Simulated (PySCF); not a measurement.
# Computed properties of SbBr₂, SMILES [Br][Sb+][Br]

SbBr2, SMILES [Br][Sb+][Br] (connectivity only; charge and spin as stated), charge +1, multiplicity 1. Geometry optimised at B3LYP-D3(BJ)/def2-SVP. The multiplicity is an assumed one; other spin states were not compared. The isomer is the one that the SMILES or the coordinates give; other isomers of the formula were not compared. The def2 effective core potentials stand for the cores of Sb; spin–orbit coupling is left out. Other conformers were not sampled. All values are computed for the isolated molecule unless a solvent is named; none is compared with measurement here.

**Structure.** The optimised structure has C2v symmetry. All 3 harmonic modes at B3LYP-D3(BJ)/def2-SVP (PySCF) are real, so it is a minimum. With heavy atoms numbered as in [Sb+:1]([Br:2])[Br:3], the shortest bond between them is Sb1–Br3 at 2.453 Å and the longest Sb1–Br2 at 2.453 Å.

**Vibrations.** The strongest infrared lines (harmonic, unscaled, degenerate partners summed) lie at 287 cm⁻¹ (40 km/mol, Br 56 %, Sb 44 %), 283 cm⁻¹ (11 km/mol, Br 64 %, Sb 36 %), 90 cm⁻¹ (1 km/mol, Br 79 %, Sb 21 %). The softest mode is at 90 cm⁻¹ and the zero-point energy is 0.9 kcal/mol.

**Electronic structure.** CAM-B3LYP/def2-TZVPD (PySCF) places the frontier levels at -15.18 and -9.11 eV, a gap of 6.07 eV and a mean polarisability of 76.5 bohr³.

**Excitations.** TDA-ωB97X/def2-SVPD (PySCF) has S1 at 2.91 eV (426 nm, f = 0.005, weak); the most intense of the 10 singlets computed lies at 3.76 eV (f = 0.06). T1 (TDA) is at 2.30 eV, 0.61 eV under S1.
